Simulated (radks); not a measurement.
Hf II, configuration [Xe] 4f14 5d1 6s2. All-electron calculation, scalar-relativistic Kohn-Sham, Slater X-alpha with alpha = 0.573, spin-polarised, spherical densities, point nucleus; open shells are filled with parallel spins first (spin-orbit coupling, left out, can overturn this in heavy ions). Program: a radial shooting solver on a logarithmic mesh with Libxc functionals.

Normalised radial functions P(r) = r R(r), r in bohr:

r           5p up  4f down    6s up
0.00128    0.0022   0.0000   0.0234
0.001735   0.0037   0.0000   0.0292
0.002371   0.0062   0.0000   0.0361
0.003213   0.0103   0.0000   0.0434
0.004354   0.0170   0.0000   0.0508
0.005901   0.0278   0.0000   0.0569
0.007998   0.0448   0.0000   0.0597
0.01084    0.0703   0.0001   0.0561
0.01481    0.1075   0.0003   0.0420
0.02007    0.1541   0.0008   0.0148
0.0272     0.2036   0.0025  -0.0247
0.03686    0.2369   0.0070  -0.0676
0.04996    0.2199   0.0190  -0.0931
0.06771    0.1152   0.0482  -0.0731
0.0925    -0.0872   0.1157   0.0073
0.1254    -0.2896   0.2460   0.1049
0.1699    -0.3184   0.4643   0.1276
0.2303    -0.0486   0.7605   0.0106
0.3121     0.3628   1.0550  -0.1580
0.4229     0.4906   1.2157  -0.1684
0.5732     0.0896   1.1611   0.0505
0.783     -0.5802   0.9244   0.2891
1.061     -0.9715   0.6270   0.2573
1.438     -0.8919   0.3606  -0.0672
1.949     -0.5381   0.1734  -0.4557
2.642     -0.2145   0.0676  -0.6455
3.58      -0.0527   0.0201  -0.5515
4.891     -0.0066   0.0039  -0.2986
6.629     -0.0004   0.0005  -0.1000
8.984     0.0000   0.0000  -0.0183

5p up: eigenvalue -41.985 eV, 3 radial nodes at r = 0.0819, 0.239, 0.599 bohr, <r> = 1.35 bohr, 90 % of the charge inside 1.98 bohr. 4f down: eigenvalue -21.833 eV, 0 radial nodes, <r> = 0.685 bohr, 90 % of the charge inside 1.17 bohr. 6s up: eigenvalue -10.645 eV, 5 radial nodes at r = 0.0227, 0.0905, 0.235, 0.542, 1.37 bohr, <r> = 3.17 bohr, 90 % of the charge inside 4.62 bohr.
